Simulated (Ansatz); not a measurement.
Job for Ansatz (a program for electronic structure): R-B2PLYP/def2-TZVPP on C2H4F2 (SMILES FCCF).

Ansatz 0.2 input:
```yaml
crystal:
  periodic: [false, false, false]
  atoms:
    - {symbol: F, position_ang: [-1.36943970, 0.88126593, -0.72097629]}
    - {symbol: C, position_ang: [-0.74970373, -0.08339687, 0.06976392]}
    - {symbol: C, position_ang: [0.74974443, 0.08323556, -0.06993051]}
    - {symbol: F, position_ang: [1.36948980, -0.87999971, 0.72252844]}
    - {symbol: H, position_ang: [-1.06818985, -1.06875574, -0.27473906]}
    - {symbol: H, position_ang: [-1.06512984, 0.06338450, 1.10418055]}
    - {symbol: H, position_ang: [1.06571185, -0.06502833, -1.10396256]}
    - {symbol: H, position_ang: [1.06761702, 1.06929465, 0.27313552]}
basis:
  gaussian:
    orbitals: def2-TZVPP
hamiltonian:
  xc: {name: B2PLYP}
magnetization: {spin_polarized: false}
correlation: {electrons: outside_noble_gas}
scf: {lower_state_search: off}
```

It printed:

```
WARN ansatz: RAYON_NUM_THREADS=4 ignored (pool sized by the plan → 4); use --threads N
Functional definition: B2PLYP
these checks for a lower state are left out or cut short: stability, starts, cluster_reference, orbital_swaps, neighbouring_geometries, increment
integrals: 0.25 GiB planned
1107 factors; integrals over basis functions are off by at most 9.9e-4 eV
mean field: 0.83 GiB planned
mean field evaluation 1: about -7561.9893 eV, gradient 3.1e1 eV
mean field evaluation 2: about -7562.0685 eV, gradient 3.1e1 eV
mean field evaluation 4: about -7563.6987 eV, gradient 3.6e0 eV
mean field evaluation 8: about -7563.7206 eV, gradient 1.3e-2 eV
mean field evaluation 16: about -7563.7206 eV, gradient 1.9e-6 eV
mean field -7563.72057447 eV, -277.9616042379 hartree, gradient 2.4e-6 eV, S^2 0.000000; 0 other end points of the search recorded, 0 dependent functions left out
4 core orbitals not correlated
reference -7563.72070307 eV, -277.9616089637 hartree; 13, 13 occupied and 163, 163 virtual orbitals, 1107 factors
second order -27.15955009 eV of doubles, -0.00000000 eV of singles
Total energy: -7571.05378159 eV, -278.2310946289 hartree
Checks for a lower state left out: stability, starts, cluster_reference, orbital_swaps, neighbouring_geometries, increment
```

The run converged.

Cost: around 6 core-seconds (rough).
